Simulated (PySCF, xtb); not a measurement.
CH11NOSi3, SMILES C[Si@@H]([SiH3])O[SiH2]N.

GFN2-xTB (xtb) at its own geometry gives an orbital gap of 4.37 eV and a dipole moment of 1.10 D.

Geometry optimised at B3LYP-D3(BJ)/def2-SVP. The structure was generated by enumeration; whether it is a known compound was not checked. Other conformers were not sampled.

Q: What does PBE/def2-TZVP (PySCF) give? (Estimate from the structure and the level; the computed values follow.)

A: gap 5.58 eV (levels -6.27 and -0.68 eV), dipole 0.92 D.
